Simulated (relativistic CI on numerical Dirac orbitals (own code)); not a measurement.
Spin-allowed bands of a d3 ion in a tetrahedral site, by hand

Problem. Take Δ = 3800 cm⁻¹ and B = 830 cm⁻¹ for a d3 ion in a tetrahedral site. Calculate the three spin-allowed bands.

Working.
1. The terms of highest spin are 4F (energy 0) and 4P (15B = 12450 cm⁻¹). Here the F term splits into A2 at +1.2Δ = 4560, T2 at +0.2Δ = 760 and T1 at −0.6Δ = -2280 cm⁻¹.
2. The two T1 states mix through the element 0.4Δ: H = [[-2280, 1520], [1520, 12450]], with roots ½(H₁₁ + H₂₂) ∓ ½√[(H₂₂ − H₁₁)² + 4H₁₂²] = ½(10170) ∓ ½(15040) = -2435 and 12605 cm⁻¹.
3. The ground term is 4T1 at -2435 cm⁻¹.
4. Bands: 4T2 3195 cm⁻¹ (3130 nm), 4A2 6995 cm⁻¹ (1430 nm), 4T1(P) 15040 cm⁻¹ (665 nm).

Check. Exact diagonalisation of the whole d3 shell with these parameters gives 4T2 3195, 4A2 6995, 4T1 15040 cm⁻¹. The match is exact, since without spin-orbit coupling no other term has this spin. The ratio of the second band to the first, 2.189, depends on Δ/B = 4.6 alone, which is how a Tanabe-Sugano diagram is read.
